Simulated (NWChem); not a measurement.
System: C6H7, doublet; SMILES [CH]1C=CC=CC1

Input file for NWChem:

```
start job
memory heap 200 mb stack 900 mb global 1100 mb
geometry units angstroms noautoz
  C     -1.248558     0.628797     0.000000
  C     -1.226210    -0.737939     0.000000
  C     -0.004468    -1.456872     0.000000
  C      1.221684    -0.745480     0.000000
  C      1.252449     0.621096     0.000000
  C      0.004468     1.442785     0.000000
  H     -2.204424     1.160683     0.000000
  H     -2.170249    -1.290348     0.000000
  H     -0.007834    -2.548437     0.000000
  H      2.162301    -1.303694     0.000000
  H      2.211576     1.147081     0.000000
  H      0.006600     2.138116     0.868360
  H      0.006600     2.138116    -0.868360
end
basis spherical
  C library sto-3g
  H library sto-3g
end
dft
  odft
  mult 2
  xc pbe0
  iterations 150
  mulliken
end
task dft energy
```

NWChem printed, in part:

```
             Northwest Computational Chemistry Package (NWChem) 7.3.0
             --------------------------------------------------------

 C2V symmetry detected

                             Geometry "geometry" -> ""
                             -------------------------

 Output coordinates in angstroms (scale by  1.889725989 to convert to a.u.)

  No.       Tag          Charge          X              Y              Z
 ---- ---------------- ---------- -------------- -------------- --------------
    1 C                    6.0000     0.00000000    -1.25050943     0.62597647
    2 C                    6.0000     0.00000000    -1.22395281    -0.74068601
    3 C                    6.0000     0.00000000     0.00000000    -1.45585191
    4 C                    6.0000     0.00000000     1.22395281    -0.74068601
    5 C                    6.0000     0.00000000     1.25050943     0.62597647
    6 C                    6.0000     0.00000000     0.00000000     1.44381886
    7 H                    1.0000     0.00000000    -2.20801047     1.15491448
    8 H                    1.0000     0.00000000    -2.16628528    -1.29600015
    9 H                    1.0000     0.00000000     0.00000000    -2.54742210
   10 H                    1.0000     0.00000000     2.16628528    -1.29600015
   11 H                    1.0000     0.00000000     2.20801047     1.15491448
   12 H                    1.0000     0.86836000     0.00000000     2.13915313
   13 H                    1.0000    -0.86836000     0.00000000     2.13915313

 Effective nuclear repulsion energy (a.u.)     209.6644301485

      Symmetry information
      --------------------

 Group name             C2v
 Group number             16
 Group order               4
 No. of unique centers     8

                                 NWChem DFT Module
                                 -----------------

 Summary of "ao basis" -> "ao basis" (spherical)
 ------------------------------------------------------------------------------
       Tag                 Description            Shells   Functions and Types
 ---------------- ------------------------------  ------  ---------------------
 C                           sto-3g                  3        5   2s1p
 H                           sto-3g                  1        1   1s

      Symmetry analysis of basis
      --------------------------

        a1         18
        a2          2
        b1          5
        b2         12

            General Information
            -------------------
          SCF calculation type: DFT
          Wavefunction type:  spin polarized.
          No. of atoms     :    13
          No. of electrons :    43
           Alpha electrons :    22
            Beta electrons :    21
          Charge           :     0
          Spin multiplicity:     2
          Use of symmetry is: on ; symmetry adaption is: on
          Maximum number of iterations: 150
          AO basis - number of functions:    37
                     number of shells:    25
          Convergence on energy requested:  1.00D-06
          Convergence on density requested:  1.00D-05
          Convergence on gradient requested:  5.00D-04

              XC Information
              --------------
                         PBE0 Method XC Functional
                     Hartree-Fock (Exact) Exchange  0.250
          PerdewBurkeErnzerhof Exchange Functional  0.750
            Perdew 1991 LDA Correlation Functional  1.000 local
           PerdewBurkeErnz. Correlation Functional  1.000 non-local

             Grid Information
             ----------------
          Grid used for XC integration:  medium
          Radial quadrature: Mura-Knowles
          Angular quadrature: Lebedev.
          Tag              B.-S. Rad. Rad. Pts. Rad. Cut. Ang. Pts.
          ---              ---------- --------- --------- ---------
          C                   0.70       49          10.0       434
          H                   0.35       45          12.0       434
          Grid pruning is: on
          Number of quadrature shells:   376
          Spatial weights used:  Erf1

      Superposition of Atomic Density Guess
      -------------------------------------

 Sum of atomic energies:        -226.33553290

      Non-variational initial energy
      ------------------------------

 Total energy =    -228.189424
 1-e energy   =    -725.458771
 2-e energy   =     287.604917
 HOMO         =       0.076603
 LUMO         =       0.244258

   Symmetry analysis of molecular orbitals - initial alpha
   -------------------------------------------------------

  Numbering of irreducible representations:

     1 a1          2 a2          3 b1          4 b2

  Orbital symmetries:

     1 a1          2 b2          3 a1          4 a1          5 b2
     6 a1          7 a1          8 b2          9 a1         10 a1
    11 b2         12 a1         13 a1         14 b1         15 b2
    16 b2         17 a1         18 a1         19 b2         20 b1
    21 a2         22 b1         23 a2         24 b1         25 a1
    26 b2         27 a1         28 a1         29 b2         30 a1
    31 b1         32 a1

   Symmetry analysis of molecular orbitals - initial beta
   ------------------------------------------------------

  Numbering of irreducible representations:

     1 a1          2 a2          3 b1          4 b2

  Orbital symmetries:

     1 a1          2 b2          3 a1          4 a1          5 b2
     6 a1          7 a1          8 b2          9 a1         10 a1
    11 b2         12 a1         13 a1         14 b1         15 b2
    16 b2         17 a1         18 a1         19 b2         20 b1
    21 a2         22 b1         23 a2         24 b1         25 a1
    26 b2         27 a1         28 a1         29 b2         30 a1
    31 b1         32 a1

     ---------------------------------------------
      Total Density - Mulliken Population Analysis
     ---------------------------------------------

    Atom       Charge   Shell Charges
 -----------   ------   -------------------------------------------------------
    1 C    6     6.07   1.99  1.27  2.80
    2 C    6     6.08   1.99  1.25  2.83
    3 C    6     6.08   1.99  1.26  2.83
    4 C    6     6.08   1.99  1.25  2.83
    5 C    6     6.07   1.99  1.27  2.80
    6 C    6     6.00   1.99  1.27  2.74
    7 H    1     0.94   0.94
    8 H    1     0.94   0.94
    9 H    1     0.94   0.94
   10 H    1     0.94   0.94
   11 H    1     0.94   0.94
   12 H    1     0.96   0.96
   13 H    1     0.96   0.96

     --------------------------------------------
      Spin Density - Mulliken Population Analysis
     --------------------------------------------

    Atom       Charge   Shell Charges
 -----------   ------   -------------------------------------------------------
    1 C    6     0.27   0.00 -0.00  0.27
    2 C    6     0.00   0.00  0.00  0.00
    3 C    6     0.36  -0.00  0.00  0.36
    4 C    6     0.00   0.00  0.00  0.00
    5 C    6     0.27   0.00 -0.00  0.27
    6 C    6     0.00   0.00  0.00  0.00
    7 H    1     0.00   0.00
    8 H    1     0.00   0.00
    9 H    1     0.00   0.00
   10 H    1     0.00   0.00
   11 H    1     0.00   0.00
   12 H    1     0.05   0.05
   13 H    1     0.05   0.05

   convergence    iter        energy       DeltaE   RMS-Dens  Diis-err
 ---------------- ----- ----------------- --------- --------- ---------
 d= 0,ls=0.0,diis     1   -229.6637724392 -4.39D+02  9.16D-03  5.69D-02
                                                     9.55D-03  6.11D-02
 d= 0,ls=0.0,diis     2   -229.6997593007 -3.60D-02  3.44D-03  6.74D-03
                                                     3.62D-03  6.61D-03
 d= 0,ls=0.0,diis     3   -229.7033273587 -3.57D-03  2.11D-03  3.36D-03
                                                     1.46D-03  2.72D-03
 d= 0,ls=0.0,diis     4   -229.7054553786 -2.13D-03  5.49D-04  3.10D-04
                                                     9.11D-04  7.64D-04
 d= 0,ls=0.0,diis     5   -229.7059684660 -5.13D-04  1.13D-03  1.39D-04
                                                     9.66D-04  4.43D-05
  Resetting Diis
 d= 0,ls=0.0,diis     6   -229.7063160021 -3.48D-04  2.97D-04  7.87D-06
                                                     3.31D-04  1.43D-05
 d= 0,ls=0.0,diis     7   -229.7063456975 -2.97D-05  6.26D-05  7.78D-07
                                                     5.58D-05  7.48D-07
 d= 0,ls=0.0,diis     8   -229.7063476137 -1.92D-06  2.65D-05  2.08D-07
                                                     2.73D-05  3.20D-07
 d= 0,ls=0.0,diis     9   -229.7063481576 -5.44D-07  4.53D-05  1.14D-07
                                                     3.37D-05  5.40D-08
 d= 0,ls=0.0,diis    10   -229.7063485244 -3.67D-07  2.49D-06  8.65D-09
                                                     8.43D-06  2.82D-08

         Total DFT energy =     -229.706348524436
      One electron energy =     -725.314781732389
           Coulomb energy =      320.863875133109
    Exchange-Corr. energy =      -34.919872073614
 Nuclear repulsion energy =      209.664430148457

 Numeric. integr. density =       42.999992268179

                  Occupations of the irreducible representations
                  ----------------------------------------------

                     irrep           alpha         beta
                     --------     --------     --------
                     a1               11.0         11.0
                     a2                1.0          1.0
                     b1                3.0          2.0
                     b2                7.0          7.0

                    DFT Final Alpha Molecular Orbital Analysis
                    ------------------------------------------

[...]
```

Level: PBE0/STO-3G, spin-unrestricted. In the optimisation the excess spin sits in a" (Cs, its own frame). Geometry: optimised at PBE0/def2-SVP, spin-unrestricted. No stability test was run on the SCF state.
